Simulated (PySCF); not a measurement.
Isomers of C7H12F2O, mass 150.086 u with the commonest isotopes. Method: PBE0/pcSseg-1 in PySCF (dipole) on a GFN2-xTB geometry, gas phase. One conformer each, none proved a minimum here; rigid rotors.

Question: Order these by rotational constant C, smallest first.
A. `[CH3:1][O:2][CH2:3][C@@H:4]([CH3:5])[C@H:6]1[C@H:7]([F:8])[C@@H:9]1[F:10]` with C1–O2–C3–C4 175°, O2–C3–C4–C5 167°, C3–C4–C6–C7 73°
B. `[CH3:1][CH2:2][O:3][C@@:4]1([F:5])[CH2:6][CH2:7][C@@H:8]([F:9])[CH2:10]1` with C1–C2–O3–C4 -179°, C2–O3–C4–F5 58°, O3–C4–C6–C7 159°, C4–C6–C7–C8 -38°, C6–C7–C8–F9 -88°, C7–C8–C10–C4 -10°
C. `[CH3:1][C@@:2]1([F:3])[CH2:4][C@H:5]([F:6])[CH2:7][CH2:8][CH2:9][O:10]1` with C1–C2–C4–C5 91°, C2–C4–C5–F6 -154°, C4–C5–C7–C8 -75°, C5–C7–C8–C9 54°

Answer: A (612.3 MHz), B (708.1 MHz), C (838.7 MHz).

Question: Order these by rotational constant B, largest first.
A. `[CH3:1][CH2:2][O:3][C@@:4]1([F:5])[CH2:6][CH2:7][C@@H:8]([F:9])[CH2:10]1` with C1–C2–O3–C4 -179°, C2–O3–C4–F5 58°, O3–C4–C6–C7 159°, C4–C6–C7–C8 -38°, C6–C7–C8–F9 -88°, C7–C8–C10–C4 -10°
B. `[CH3:1][O:2][CH2:3][C@@H:4]([CH3:5])[C@H:6]1[C@H:7]([F:8])[C@@H:9]1[F:10]` with C1–O2–C3–C4 175°, O2–C3–C4–C5 167°, C3–C4–C6–C7 73°
C. `[CH3:1][CH2:2][CH2:3][C@@H:4]1[C@@H:5]([F:6])[O:7][C@@H:8]1[CH2:9][F:10]` with C1–C2–C3–C4 177°, C2–C3–C4–C5 -81°, O7–C8–C9–F10 179°
D. `[CH3:1][C@@:2]1([F:3])[CH2:4][C@H:5]([F:6])[CH2:7][CH2:8][CH2:9][O:10]1` with C1–C2–C4–C5 91°, C2–C4–C5–F6 -154°, C4–C5–C7–C8 -75°, C5–C7–C8–C9 54°
E. `[CH3:1][CH2:2][C@@H:3]1[CH2:4][C@H:5]([F:6])[C@H:7]1[O:8][CH2:9][F:10]` with C1–C2–C3–C4 -73°, C5–C7–O8–C9 -83°, C7–O8–C9–F10 -70°, C2–C3–C4–C5 -135°, C3–C4–C5–F6 133°, C4–C5–C7–O8 -131°, C2–C3–C7–C5 136°

Answer: D (1157 MHz), C (981.7 MHz), B (851.3 MHz), E (829.0 MHz), A (789.2 MHz).

Question: Order these by out-of-plane moment Σ m c² = (Ia + Ib − Ic)/2, largest first.
A. `[CH3:1][CH2:2][CH2:3][C@@H:4]1[C@@H:5]([F:6])[O:7][C@@H:8]1[CH2:9][F:10]` with C1–C2–C3–C4 177°, C2–C3–C4–C5 -81°, O7–C8–C9–F10 179°
B. `[CH3:1][C@@:2]1([F:3])[CH2:4][C@H:5]([F:6])[CH2:7][CH2:8][CH2:9][O:10]1` with C1–C2–C4–C5 91°, C2–C4–C5–F6 -154°, C4–C5–C7–C8 -75°, C5–C7–C8–C9 54°
C. `[CH3:1][O:2][CH2:3][C@@H:4]([CH3:5])[C@H:6]1[C@H:7]([F:8])[C@@H:9]1[F:10]` with C1–O2–C3–C4 175°, O2–C3–C4–C5 167°, C3–C4–C6–C7 73°
D. `[CH3:1][CH2:2][O:3][C@@:4]1([F:5])[CH2:6][CH2:7][C@@H:8]([F:9])[CH2:10]1` with C1–C2–O3–C4 -179°, C2–O3–C4–F5 58°, O3–C4–C6–C7 159°, C4–C6–C7–C8 -38°, C6–C7–C8–F9 -88°, C7–C8–C10–C4 -10°
E. `[CH3:1][CH2:2][C@@H:3]1[CH2:4][C@H:5]([F:6])[C@H:7]1[O:8][CH2:9][F:10]` with C1–C2–C3–C4 -73°, C5–C7–O8–C9 -83°, C7–O8–C9–F10 -70°, C2–C3–C4–C5 -135°, C3–C4–C5–F6 133°, C4–C5–C7–O8 -131°, C2–C3–C7–C5 136°

Answer: D (67.90 u·Å²), B (61.99 u·Å²), E (50.63 u·Å²), A (32.82 u·Å²), C (28.74 u·Å²).

```json
{"SMILES": "COC[C@@H](C)[C@H]1[C@H](F)[C@@H]1F", "point group": "C1", "Ia (u·Å²)": "289.26", "Ib (u·Å²)": "593.63", "Ic (u·Å²)": "825.42", "κ": "-0.58", "μa (D)": "3.14", "μb (D)": "1.71", "μc (D)": "0.54"}
{"SMILES": "CC[C@@H]1C[C@H](F)[C@H]1OCF", "point group": "C1", "Ia (u·Å²)": "302.51", "Ib (u·Å²)": "609.60", "Ic (u·Å²)": "810.86", "κ": "-0.61", "μa (D)": "1.24", "μb (D)": "0.24", "μc (D)": "1.49"}
{"SMILES": "C[C@@]1(F)C[C@H](F)CCCO1", "point group": "C1", "Ia (u·Å²)": "289.84", "Ib (u·Å²)": "436.75", "Ic (u·Å²)": "602.61", "κ": "-0.30", "μa (D)": "0.67", "μb (D)": "1.26", "μc (D)": "0.49"}
{"SMILES": "CCC[C@@H]1[C@@H](F)O[C@@H]1CF", "point group": "C1", "Ia (u·Å²)": "385.74", "Ib (u·Å²)": "514.82", "Ic (u·Å²)": "834.93", "κ": "0.07", "μa (D)": "1.48", "μb (D)": "1.13", "μc (D)": "0.62"}
{"SMILES": "CCO[C@@]1(F)CC[C@@H](F)C1", "point group": "C1", "Ia (u·Å²)": "209.13", "Ib (u·Å²)": "640.40", "Ic (u·Å²)": "713.73", "κ": "-0.91", "μa (D)": "0.47", "μb (D)": "0.04", "μc (D)": "0.98"}
```
